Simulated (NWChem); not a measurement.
Species: borohydride (BH4 anion); SMILES [BH4-]

Program: NWChem. Sets without diffuse functions describe the anion's extra electron poorly. Coordinates come from a B3LYP/def2-SVPD optimisation. Total energies compare along this basis series because the functional is fixed.

| level | basis functions | energy (Ha) | highest occupied level (eV) | orbital gap (eV) |
|---|---|---|---|---|
| Hartree-Fock/def2-SVP | 34 | -26.9547 | -4.93 | 17.96 |
| Hartree-Fock/def2-SVPD | 52 | -26.9581 | -5.11 | 11.28 |
| Hartree-Fock/def2-TZVP | 55 | -26.9865 | -5.12 | 13.90 |
| Hartree-Fock/def2-TZVPP | 87 | -26.9871 | -5.12 | 13.84 |
| Hartree-Fock/def2-QZVP | 177 | -26.9895 | -5.17 | 13.03 |
